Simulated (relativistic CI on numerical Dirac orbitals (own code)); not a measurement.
**Level scheme of F²⁺**

Calculated at this level of theory: Dirac-Coulomb-Breit CI, orbitals from a KLI potential per configuration, model QED (radiative potential, 1s self-energy scaled to tabulated hydrogen-like ionisation energies), valence Slater integrals scaled by 0.85, P86 correlation energy added to each configuration (own radial code, finite nucleus).

Configurations in the expansion (outside the closed core 1s2): 2s2 2p3, 2s 2p4, 2p5, 2s2 2p2 3s, 2s2 2p2 3p, 2s2 2p2 3d, 2s2 2p2 4s, 2s2 2p2 4p, 2s2 2p2 4d, 2s2 2p2 4f, 2s2 2p 3s2, 2s 2p3 3s, 2p4 3s, 2s2 2p 3s 3p, 2p4 3p, 2s 2p3 3p. Levels of other configurations are missing.

The lowest level is 2s2 2p3 4S°_3/2, with 100 % of that term; Hund's rules for 2s2 2p3 give 4S° with J = 3/2, in agreement.

| No. | Configuration | Term | J | E (cm⁻¹) | % | Next component (%) | Lifetime (s) | jj configuration (%) |
| --- | --- | --- | --- | --- | --- | --- | --- | --- |
| 1 | 2s2 2p3 | 4S° | 3/2 | 0 | 100 |  |  | 2p1/2 2p3/2^2 (55) |
| 2 | 2s2 2p3 | 2D° | 5/2 | 32546 | 100 |  | 6.04e+03 | 2p1/2 2p3/2^2 (100) |
| 3 | 2s2 2p3 | 2D° | 3/2 | 32578 | 100 |  | 8.25e+02 | 2p1/2 2p3/2^2 (44) |
| 4 | 2s2 2p3 | 2P° | 1/2 | 45964 | 98 | 2 2p5 2P° | 4.79e+00 | 2p1/2 2p3/2^2 (98) |
| 5 | 2s2 2p3 | 2P° | 3/2 | 45965 | 98 | 2 2p5 2P° | 2.31e+00 | 2p3/2^3 (52) |
| 6 | 2s 2p4 | 4P | 5/2 | 155976 | 99 |  | 5.10e-10 | 2s 2p3/2^2 (67) |
| 7 | 2s 2p4 | 4P | 3/2 | 156308 | 99 |  | 5.06e-10 | 2s 2p1/2 2p3/2^3 (88) |
| 8 | 2s 2p4 | 4P | 1/2 | 156481 | 99 |  | 5.04e-10 | 2s 2p3/2^4 (44) |
| 9 | 2s 2p4 | 2D | 5/2 | 214448 | 99 | 1 2s2 2p2 3d 2D | 1.89e-10 | 2s 2p1/2 2p3/2^3 (66) |
| 10 | 2s 2p4 | 2D | 3/2 | 214464 | 99 | 1 2s2 2p2 3d 2D | 1.88e-10 | 2s 2p1/2 2p3/2^3 (66) |
| 11 | 2s 2p4 | 2S | 1/2 | 245839 | 99 | 1 2s2 2p2 3d 2S | 9.74e-11 | 2s 2p3/2^2 (66) |
| 12 | 2s 2p4 | 2P | 3/2 | 268220 | 97 | 1 2s2 2p2 3d 2P | 4.43e-11 | 2s 2p3/2^2 (54) |
| 13 | 2s 2p4 | 2P | 1/2 | 268599 | 97 | 1 2s2 2p2 3d 2P | 4.43e-11 | 2s 2p1/2 2p3/2^3 (65) |
| 14 | 2s2 2p2 3s | 4P | 1/2 | 313223 | 98 | 1 2p4 3s 4P | 3.44e-10 | 2p1/2^2 3s (45) |
| 15 | 2s2 2p2 3s | 4P | 3/2 | 313433 | 98 | 1 2p4 3s 4P | 3.43e-10 | 2p1/2 2p3/2 3s (88) |
| 16 | 2s2 2p2 3s | 4P | 5/2 | 313748 | 98 | 1 2p4 3s 4P | 3.43e-10 | 2p3/2^2 3s (64) |
| 17 | 2s2 2p2 3s | 2P | 1/2 | 320448 | 97 | 1 2p4 3s 2P | 1.18e-10 | 2p1/2 2p3/2 3s (66) |
| 18 | 2s2 2p2 3s | 2P | 3/2 | 320831 | 97 | 1 2p4 3s 2P | 1.18e-10 | 2p3/2^2 3s (54) |
| 19 | 2s2 2p2 3s | 2D | 5/2 | 338925 | 98 | 1 2p4 3s 2D | 1.82e-10 | 2p1/2 2p3/2 3s (64) |
| 20 | 2s2 2p2 3s | 2D | 3/2 | 338928 | 98 | 1 2p4 3s 2D | 1.82e-10 | 2p1/2 2p3/2 3s (64) |
| 21 | 2s2 2p2 3p | 2S° | 1/2 | 343110 | 98 | 1 2p4 3p 2S° | 1.19e-08 | 2p3/2^2 3p3/2 (34) |
| 22 | 2s2 2p2 3p | 4D° | 1/2 | 346524 | 98 | 1 2p4 3p 4D° | 5.36e-09 | 2p1/2^2 3p1/2 (39) |
| 23 | 2s2 2p2 3p | 4D° | 3/2 | 346637 | 98 | 1 2p4 3p 4D° | 5.33e-09 | 2p1/2 2p3/2 3p1/2 (57) |
| 24 | 2s2 2p2 3p | 4D° | 5/2 | 346826 | 98 | 1 2p4 3p 4D° | 5.32e-09 | 2p1/2 2p3/2 3p3/2 (63) |
| 25 | 2s2 2p2 3p | 4D° | 7/2 | 347086 | 98 | 1 2p4 3p 4D° | 5.33e-09 | 2p3/2^2 3p3/2 (64) |
| 26 | 2s2 2p2 3p | 4P° | 1/2 | 348524 | 98 | 1 2p4 3p 4P° | 2.33e-09 | 2p1/2 2p3/2 3p1/2 (49) |
| 27 | 2s2 2p2 3p | 4P° | 3/2 | 348619 | 98 | 1 2p4 3p 4P° | 2.32e-09 | 2p3/2^2 3p1/2 (29) |
| 28 | 2s2 2p2 3p | 4P° | 5/2 | 348806 | 98 | 1 2p4 3p 4P° | 2.32e-09 | 2p1/2 2p3/2 3p3/2 (41) |
| 29 | 2s2 2p2 3p | 2D° | 3/2 | 353564 | 98 | 1 2p4 3p 2D° | 5.02e-09 | 2p1/2 2p3/2 3p3/2 (54) |
| 30 | 2s2 2p2 3p | 2D° | 5/2 | 353958 | 98 | 1 2p4 3p 2D° | 5.00e-09 | 2p3/2^2 3p3/2 (45) |

Energies count from the lowest computed level; ° marks odd parity; lifetimes are radiative, by E1, M1, E2 decay to levels of this space only. Filled j subshells are mostly left out of the jj labels.

The mean weight of the leading LS term, summed over parents, in these 30 levels is 98 %, and that of the leading jj configuration (from the same eigenvectors) 59 %, so LS coupling describes them better.

Correlation outside the listed configurations is missing or only estimated: errors of thousands of cm⁻¹ between configurations and terms are usual at this charge. Rates and lifetimes follow the computed energies and can be off by large factors. The fine structure of a lone outer electron comes out too small, for d and f at times inverted, and misplaced configurations move strength between like terms. 66 of the 68 excited levels that our extract of the measured tables holds in this range could be paired (the sources list more); they are missed by 3079 cm⁻¹ on average and 23209 at most, and levels without a partner can miss by more. Some levels of the ground configuration have no partner and can miss by 10 % or more.
